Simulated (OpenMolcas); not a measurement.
# Cr4+: moving the ligands

Cr4+ with 4 ligands (chloride) in square-planar coordination (D4h) at 2.17 Å. Ligand basis ANO-RCC-VDZP.

| Quantity | Value |
| --- | --- |
| Program | OpenMolcas |
| Method | SS-CASPT2, IPEA 0.25 Eh, imaginary shift 0.1 Eh (closed shells correlated: 3s 3p and the ligand valence shells) |
| Basis | ANO-RCC-VTZP [6s5p3d2f1g] |
| Scalar Hamiltonian | DKH2, point nucleus |
| Active space | 2 electrons in 5 orbitals (3d) |
| State averaging | 2S+1 = 3 even, 10 roots; 2S+1 = 1 even, 15 roots |
| Spin-orbit coupling | RASSI with atomic mean-field integrals over the reference wave functions |

Runs around this geometry, states (labels of D4, the rotations of D4h). Energies in cm-1 above the lowest state or level, χT in cm3 K/mol.

| R (Å) | Ground state | First state of that spin | First gap with spin-orbit (degeneracies) | χT at 300 K | First state of another spin |
| --- | --- | --- | --- | --- | --- |
| 2.07 | 2S+1 = 3 | 3E 510 | 56 (1, 2) | 0.732 | 2S+1 = 1: 1730 |
| 2.17 | 3E | 570 | 17 (1, 1) | 0.805 | 2S+1 = 1: 2860 |
| 2.24 | 3E | 1290 | 54 (1, 1) | 0.868 | 2S+1 = 1: 3750 |

Over all roots computed the reference weight is 0.66 to 0.68 in R = 2.07, 0.65 to 0.67 in R = 2.17, 0.65 to 0.67 in R = 2.24; a low but even weight reflects the number of correlated electrons. Ligand-to-metal charge-transfer states are missing. With no ligand orbital active B as a rule stays too high, so bands that hang on it stand too high and its fall with covalency is understated. The least metal-like active orbital is 66 % on the metal (Löwdin) and no ligand orbital is active, so the numbers are rough (holds for R = 2.07; R = 2.17). An orbital doublet at a regular site is open to a Jahn-Teller distortion, which this geometry leaves out (holds for R = 2.17; R = 2.24). The least metal-like active orbital is 65 % on the metal (Löwdin) and no ligand orbital is active, so the numbers are rough (holds for R = 2.24). No measured value stands beside these numbers; the geometry is a model, was not optimised and need not be the one that this ion takes.

A state without a sure symmetry label is named by its multiplicity alone.
